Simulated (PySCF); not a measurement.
C6H11AsO.
Numbering: `[CH3:1][C:2](=[O:3])[C@@H:4]1[CH2:5][CH2:6][CH2:7][AsH:8]1` (hydrogens: H9, H10, H11 on C1; H12 on C4; H13, H14 on C5; H15, H16 on C6; H17, H18 on C7; H19 on As8)

Method: PBE0-D3(BJ)/def2-SVP geometry optimisation, gas phase in PySCF; density fitting, grid level 1; the optimiser is geomeTRIC in internal coordinates, started from a GFN2-xTB structure with every atom displaced at random (about 0.01 Å).

Step 0: E = -69259.6418 eV
```
atom  x, y, z in Å  |  force x, y, z in eV/Å
C1     -2.7283    0.3138    0.2311   -0.761   1.235   0.504
C2     -1.4486   -0.4276    0.1759    0.572   0.383  -0.317
O3     -1.2852   -1.4441    0.7962    0.266  -0.761   0.207
C4     -0.3621    0.2088   -0.6803   -0.981  -0.170   0.308
C5      0.7470   -0.7423   -1.0552    0.195   0.273   1.121
C6      1.7437   -0.7593    0.1048   -0.156  -0.014  -0.108
C7      2.1268    0.6768    0.4228   -0.622  -0.352   0.110
As8     0.4239    1.6834    0.4574    0.154   0.215  -0.154
H9     -2.5583    1.4167    0.3313   -0.082  -0.548  -0.175
H10    -3.2989    0.1574   -0.6874   -0.095  -0.004  -0.349
H11    -3.3609   -0.0051    1.0729    0.171  -0.151  -0.035
H12    -0.8487    0.6562   -1.5564    0.027   0.223  -0.063
H13     0.3335   -1.7272   -1.2498   -0.092  -0.509  -0.136
H14     1.2286   -0.3686   -1.9430    0.450   0.142  -0.787
H15     1.2614   -1.2369    0.9716    0.023   0.016   0.012
H16     2.6273   -1.3427   -0.1447    0.420  -0.355  -0.100
H17     2.6638    0.7828    1.3623    0.178   0.079   0.386
H18     2.7402    1.0972   -0.3650    0.364   0.304  -0.451
H19    -0.0360    1.0677    1.7761   -0.029  -0.007   0.026
```

Q: Estimate the geometry and energy of step 1. (The exact step hangs on the optimiser's Hessian estimate; all steps are aligned on step 0, rigid shifts and turns removed.)

A: E = -69259.7467 eV, largest force 0.222 eV/Å
```
atom  x, y, z in Å  |  force x, y, z in eV/Å
C1     -2.7915    0.3292    0.2436    0.143  -0.156  -0.068
C2     -1.4807   -0.4260    0.1650   -0.111   0.035   0.117
O3     -1.3240   -1.4834    0.7354   -0.004   0.099  -0.081
C4     -0.3908    0.2059   -0.6593    0.103  -0.013  -0.026
C5      0.7443   -0.7584   -1.0079   -0.006  -0.034  -0.190
C6      1.7754   -0.7679    0.1128    0.008  -0.026   0.024
C7      2.1522    0.6759    0.4018    0.135   0.104  -0.033
As8     0.4660    1.7158    0.3969   -0.070  -0.073   0.062
H9     -2.6346    1.3707    0.5618    0.003   0.053  -0.061
H10    -3.2677    0.3426   -0.7518    0.038   0.071   0.055
H11    -3.4541   -0.1779    0.9502   -0.089  -0.040   0.090
H12    -0.8319    0.6810   -1.5481   -0.023  -0.013  -0.025
H13     0.3322   -1.7664   -1.1831    0.050   0.049   0.007
H14     1.2252   -0.4236   -1.9471   -0.058  -0.053   0.100
H15     1.3222   -1.2287    1.0046    0.002  -0.002   0.007
H16     2.6599   -1.3723   -0.1545   -0.036   0.016  -0.013
H17     2.6885    0.8202    1.3532   -0.045  -0.011  -0.038
H18     2.7840    1.0957   -0.4025   -0.050  -0.045   0.083
H19    -0.0055    1.1748    1.7497    0.010   0.040  -0.011
```

The energy changes by -0.1048 eV. The first-order estimate −F·Δx gives -0.2441 eV and the mean of the old and new forces, exact on a quadratic surface, -0.1075 eV. The step makes an angle of 80° with the force vector and moves no atom by more than 0.247 Å.

The cost below is that of the whole optimisation. Hardware: an Arm Neoverse N1 with one thread, no GPU, on a shared host. Cost: 3.9 min wall, 0.82 GiB resident at most.
